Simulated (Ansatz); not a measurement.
Pulling on the Si1–H2 bond in H3NSi (SMILES N[SiH]) (multiplicity 1 held, fragments rigid). Energies count from the point at 1.530 Å.
Geometry at that point (charge 0, multiplicity 1):
```xyz
5

Si    -0.24475     0.39104     0.51000
H     -0.58600     1.47386    -0.51531
N      0.39778    -0.68955    -0.65445
H      0.46314    -0.52839    -1.64843
H      0.76485    -1.59314    -0.39510
```

Unrestricted levels (U-) break spin symmetry where that is lower. Active spaces are followed from a long bond inwards. Levels need not reach the same state.

Correlated levels freeze the cores.

Programs: Ansatz (a program for electronic structure) with Gaussian orbitals. Values without a source in brackets are computed.

**Question.** Estimate the energy at R = 4.895 Å that FIC-NEVPT4(SD) on CASSCF(2,2)/cc-pV(D+d)Z returns for this input.

**Answer.** 3.21 eV

**Question.** What is the computed energy at R = 4.895 Å (U-MP2/cc-pV(D+d)Z)?

**Answer.** 3.16 eV

**Question.** Estimate the energy at R = 4.895 Å that FIC-MRCISD+Q on CASSCF(2,2)/cc-pV(D+d)Z returns for this input.

**Answer.** 3.27 eV

Doubts at one or more of the structures used: a spin-contaminated determinant (U-MP2/cc-pV(D+d)Z).
